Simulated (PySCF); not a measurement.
**Spin-rotation constants: SMILES C#CC/C(=C/B)C(B)=C, C7H10B2**

Molfile (atoms numbered from 1):
```
C7H10B2
     RDKit          3D

 19 18  0  0  0  0  0  0  0  0999 V2000
   -0.1067   -2.3699   -0.9772 B   0  0  0  0  0  0  0  0  0  0  0  0
   -0.8697   -1.0726   -0.9659 C   0  0  0  0  0  0  0  0  0  0  0  0
   -0.3247    0.0726   -0.4661 C   0  0  0  0  0  0  0  0  0  0  0  0
   -1.1194    1.3570   -0.4777 C   0  0  0  0  0  0  0  0  0  0  0  0
   -1.7173    1.5655    0.8285 C   0  0  0  0  0  0  0  0  0  0  0  0
   -2.2077    1.7008    1.9115 C   0  0  0  0  0  0  0  0  0  0  0  0
    1.0189    0.0585    0.0964 C   0  0  0  0  0  0  0  0  0  0  0  0
    1.9625   -1.1708   -0.2544 B   0  0  0  0  0  0  0  0  0  0  0  0
    1.4432    1.0622    0.8771 C   0  0  0  0  0  0  0  0  0  0  0  0
    0.9888   -2.3360   -0.4813 H   0  0  0  0  0  0  0  0  0  0  0  0
   -0.4871   -3.3782   -1.4257 H   0  0  0  0  0  0  0  0  0  0  0  0
   -1.8794   -1.0001   -1.3583 H   0  0  0  0  0  0  0  0  0  0  0  0
   -0.4775    2.2076   -0.7221 H   0  0  0  0  0  0  0  0  0  0  0  0
   -1.9194    1.2982   -1.2213 H   0  0  0  0  0  0  0  0  0  0  0  0
   -2.6379    1.8389    2.8577 H   0  0  0  0  0  0  0  0  0  0  0  0
    2.5690   -1.6565    0.6295 H   0  0  0  0  0  0  0  0  0  0  0  0
    2.4840   -1.1210   -1.3101 H   0  0  0  0  0  0  0  0  0  0  0  0
    0.8368    1.9119    1.1516 H   0  0  0  0  0  0  0  0  0  0  0  0
    2.4339    1.0411    1.3003 H   0  0  0  0  0  0  0  0  0  0  0  0
  1  2  1  0
  2  3  2  0
  3  4  1  0
  4  5  1  0
  5  6  3  0
  3  7  1  0
  7  8  1  0
  7  9  2  0
  1 10  1  0
  1 11  1  0
  2 12  1  0
  4 13  1  0
  4 14  1  0
  6 15  1  0
  8 16  1  0
  8 17  1  0
  9 18  1  0
  9 19  1  0
M  END
```

Computed with PySCF 2.14.0, GIAO BHandHLYP/pcSseg-1 magnetisability, rotational g tensor and spin-rotation constants, non-relativistic, gas phase. Geometry: GFN2-xTB.

Give the nuclear spin-rotation constants along the inertial axes (H = +C I·J) beside the isotropic shieldings.

Rotational constants 2.5595, 1.2492, 0.9635 GHz. A star marks the isotopologue with that one atom substituted, in its own axes.
| atom | isotope | Caa (kHz) | Cbb (kHz) | Ccc (kHz) | mean (kHz) | σ (ppm) |
| --- | --- | --- | --- | --- | --- | --- |
| B1 | 11B | 0.794 | 0.532 | 0.198 | 0.508 | 42.3 |
| B8 | 11B | 0.743 | 0.202 | 0.254 | 0.400 | 81.3 |
| H10 | 1H | -0.299 | 0.083 | -0.152 | -0.122 | 30.9 |
| H11 | 1H | -0.091 | 0.032 | -0.087 | -0.049 | 25.6 |
| H12 | 1H | -0.166 | 0.082 | -0.100 | -0.061 | 25.1 |
| H13 | 1H | -0.253 | -0.050 | -0.030 | -0.111 | 28.4 |
| H14 | 1H | -0.252 | 0.004 | -0.076 | -0.108 | 28.6 |
| H15 | 1H | -0.138 | -0.144 | -0.043 | -0.108 | 30.0 |
| H16 | 1H | -0.181 | -0.059 | 0.003 | -0.079 | 27.1 |
| H17 | 1H | -0.076 | -0.117 | 0.003 | -0.064 | 27.4 |
| H18 | 1H | 0.238 | -0.111 | -0.105 | 0.007 | 25.1 |
| H19 | 1H | -0.201 | 0.084 | -0.102 | -0.073 | 25.9 |
| C2 | 13C* | 0.893 | 0.580 | 0.171 | 0.548 | 45.3 |
| C3 | 13C* | 1.317 | 0.616 | 0.235 | 0.723 | -11.8 |
| C4 | 13C* | 0.384 | 0.198 | 0.159 | 0.247 | 157.6 |
| C5 | 13C* | 0.511 | 0.463 | 0.160 | 0.378 | 100.4 |
| C6 | 13C* | 0.501 | 0.394 | 0.187 | 0.361 | 106.1 |
| C7 | 13C* | 1.213 | 0.574 | 0.145 | 0.644 | 25.2 |
| C9 | 13C* | 1.091 | 0.497 | 0.136 | 0.575 | 49.4 |

For the geometry as given, no vibrational averaging.
